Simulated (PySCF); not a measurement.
Molecular orbitals of BeP

PBE0 at R = 2.083 Å; Be pcseg-1, P pcseg-1; no relativity (PySCF 2.14). State: ⁴Σ⁻ (quartet), unpaired electrons σ ↑, π ↑↑. Only the outer orbitals are listed, counted within each symmetry.

```csv
spin,orbital,occ.,ε (eV),on Be (%),main shells (%)
α,5σ,1,-16.89,3,95 P s
α,6σ,1,-8.76,35,"58 P p, 34 Be s"
α,2π,1,-7.65,8,"92 P p, 8 Be p"
α,2π,1,-7.65,8,"92 P p, 8 Be p"
α,7σ,1,-5.74,84,"49 Be s, 35 Be p, 16 P p"
α,3π,0,-1.20,93,93 Be p
α,3π,0,-1.20,93,93 Be p
β,5σ,1,-14.52,10,88 P s
β,6σ,1,-7.70,28,"62 P p, 24 Be s, 9 P s"
β,2π,0,-3.53,18,"81 P p, 18 Be p"
β,2π,0,-3.53,18,"81 P p, 18 Be p"
β,7σ,0,-1.90,95,"80 Be s, 14 Be p, 8 P p"
```

Q: Which are the highest filled and the lowest empty level, where do they sit, and how wide is the gap?

A: Highest filled α 7σ at -5.74 eV (in %: 49 Be s, 35 Be p, 16 P p); lowest empty β 2π at -3.53 eV (in %: 81 P p, 18 Be p); the gap at PBE0 is 2.21 eV.

```
bond order (Mayer)                              : 1.06
⟨S²⟩                                            : 3.755
charge on Be (Mulliken, basis-dependent)        : 0.22
charge on Be (Löwdin, basis-dependent)          : 0.03
dipole moment (positive dipole means Be(−)P(+)) : -0.67 D
polarisability along the bond                   : 66.3 bohr³
polarisability across the bond                  : 39.4 bohr³
```

The state was picked by a PBE0 search and need not be the measured ground state.
